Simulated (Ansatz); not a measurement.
Consider the formal exchange of groups at the In–N bond: `C[N](C)[In]([OH])[F]` + `CF` → `[OH][In]([F])[CH2]F` + `CNC`.

Isolated molecules relaxed with PBE0-D4/def2-TZVP in Ansatz; ΔE leaves out vibrations. CCSD(T)/CBS adds triple-zeta CCSD(T) − MP2 to the extrapolated MP2 energy (def2 sets, frozen cores). This one scheme is used for every species. DFT in def2-TZVPP. B3LYP here is the variant with VWN-RPA as its local correlation; programs differ in this. Elements past krypton have def2 core potentials. For In outer-core shells are correlated without core-valence functions, which leaves a few kJ/mol of doubt a bond. One conformer a species, not always the lowest.

(1) Is it downhill or uphill in electronic energy at CCSD(T)/CBS, and by how much? (Best estimate.)

(2) What do these levels give: r2SCAN-D4, PBE0-D4, B3LYP-D4, ωB97X-V, B3LYP, HF/def2-TZVPP, SCS-MP2/def2-TZVPP, CCSD(T)/def2-TZVPP, SCS-MP2/def2-QZVPP, HF/CBS(def2), MP2/CBS(def2), CCSD/CBS(def2)? (Best estimate.)

Largest T1 diagnostic among the species: 0.016.

Results:

(1) Computed: Uphill: ΔE = +42.4 kJ/mol.

(2) Computed: r2SCAN-D4 29.3, PBE0-D4 27.8, B3LYP-D4 30.6, ωB97X-V 33.1, B3LYP 24.5, HF/def2-TZVPP 35.7, SCS-MP2/def2-TZVPP 43.6, CCSD(T)/def2-TZVPP 39.2, SCS-MP2/def2-QZVPP 45.5, HF/CBS(def2) 36.3, MP2/CBS(def2) 48.2, CCSD/CBS(def2) 41.2 kJ/mol.

From PBE to PBE0 (25 % exact exchange), in def2-TZVPP and without D4, ΔE moves by +4.3 kJ/mol. In def2-TZVPP, CCSD(T) changes the Hartree–Fock value by +3.5 kJ/mol (the triples alone add +1.3 kJ/mol) and MP2 by +9.2 kJ/mol. The D4 term adds +6.1 kJ/mol with B3LYP and +3.5 kJ/mol with PBE0; it sums over pairs of atoms, weighted by their polarisabilities, and B3LYP, whose exchange is more repulsive, gets the larger term.
